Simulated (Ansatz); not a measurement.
Program: Ansatz 0.2.0.

Basis-set series for B2ClH6NSi (`B[SiH](Cl)BN`). Charge 0, multiplicity 1. The structure was optimised at the PBE0-D4/def2-TZVP level. It is one conformer, not always the lowest.

```csv
functional,basis,functions,energy (Eh),HOMO (eV),LUMO (eV)
PBE0-D4,def2-TZVPP,261,-857.46174,-7.59,-2.46
PBE0-D4,def2-QZVPP,491,-857.49150,-7.61,-2.48
ωB97M-V,def2-TZVPP,261,-857.76595,-9.69,-0.52
ωB97M-V,def2-QZVPP,491,-857.79411,-9.71,-0.57
```

(1) Give the rows for def2-SVP. (Best estimate.)

Answers

(1) The calculation gave: 
```csv
functional,basis,functions,energy (Eh),HOMO (eV),LUMO (eV)
PBE0-D4,def2-SVP,108,-857.08033,-7.49,-2.36
ωB97M-V,def2-SVP,108,-857.37858,-9.54,-0.32
```
